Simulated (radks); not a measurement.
The numbers below are computed, except where a source is named.
All-electron atom: the terbium ion Tb3+ in [Xe] 4f8. Code: a radial shooting solver on a logarithmic mesh with Libxc functionals. Model: Dirac Kohn-Sham, PBE, spin-unpolarised, spherical densities, point nucleus; open shells fill j = l - 1/2 first.

Normalised radial functions P(r) = r R(r) (large component), r in bohr:

r           5p1/2    5d3/2
0.001029   0.0034   0.0000
0.001383   0.0047   0.0000
0.001845   0.0067   0.0000
0.00246    0.0096   0.0000
0.003281   0.0139   0.0001
0.004412   0.0207   0.0002
0.005884   0.0306   0.0004
0.007848   0.0454   0.0009
0.01047    0.0667   0.0019
0.01407    0.0972   0.0039
0.01877    0.1355   0.0080
0.02503    0.1792   0.0160
0.03339    0.2179   0.0308
0.04489    0.2306   0.0572
0.05987    0.1859   0.0973
0.07986    0.0606   0.1498
0.1065    -0.1314   0.2006
0.1432    -0.3052   0.2163
0.191     -0.3008   0.1511
0.2547    -0.0379  -0.0126
0.3398     0.3431  -0.2191
0.4568     0.4919  -0.3350
0.6093     0.1625  -0.2299
0.8126    -0.4466   0.0784
1.084     -0.8982   0.4459
1.457     -0.9230   0.7067
1.944     -0.6158   0.7417
2.592     -0.2725   0.5793
3.457     -0.0752   0.3305
4.648     -0.0105   0.1200
6.2       -0.0007   0.0260

5p1/2: eigenvalue -56.079 eV, 3 radial nodes at r = 0.0881, 0.262, 0.661 bohr, <r> = 1.44 bohr, 90 % of the charge inside 2.10 bohr. 5d3/2 (empty): eigenvalue -25.021 eV, 2 radial nodes at r = 0.250, 0.763 bohr, <r> = 2.12 bohr, 90 % of the charge inside 3.19 bohr.
